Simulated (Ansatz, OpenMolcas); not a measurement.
C4H12Ge (SMILES CC(C)C[GeH3]): the vertical ionisation energy, rung by rung

C4H12Ge has 17 atoms, charge 0, and is taken as a singlet. As SMILES, `CC(C)C[GeH3]`. The shape is that of a PBE0-D4/def2-TZVP optimisation. This is one conformer, not always the lowest.

Quantity: the vertical ionisation energy (to the doublet cation), in eV. The values are calculated.

| level | kind | program | value (eV) | CPU time (all runs) |
| --- | --- | --- | --- | --- |
| HF/6-31G* (spherical functions) | Hartree–Fock | OpenMolcas | 9.61 | 51 s |
| PBE/6-31G* (spherical functions) | GGA | OpenMolcas | 9.69 | 5 min |
| M06-L/6-31G* (spherical functions) | meta-GGA | OpenMolcas | 9.85 | 6.3 min |
| r2SCAN/6-31G* (spherical functions) | meta-GGA | OpenMolcas | 9.86 | 6.4 min |
| BHLYP/6-31G* (spherical functions) | global hybrid | Ansatz | 10.16 | 61 s |
| B3LYP/6-31G* (Cartesian functions) | global hybrid | Ansatz | 9.98 | 84 s |
| CAM-B3LYP/6-31G* (spherical functions) | range-separated hybrid | Ansatz | 10.17 | 69 s |
| CCSD/6-31G* (spherical functions) | coupled cluster or CI | Ansatz | 10.02 | 8.3 min |

All-electron rows without a relativistic Hamiltonian named are non-relativistic. The values span 9.61 to 10.17 eV. In the correlated wave-function rows the outer d shell of Ge is correlated, in sets not made for it. Times are those of the runs behind each value, whatever else they computed, on shared processors of several kinds: orders of magnitude only.
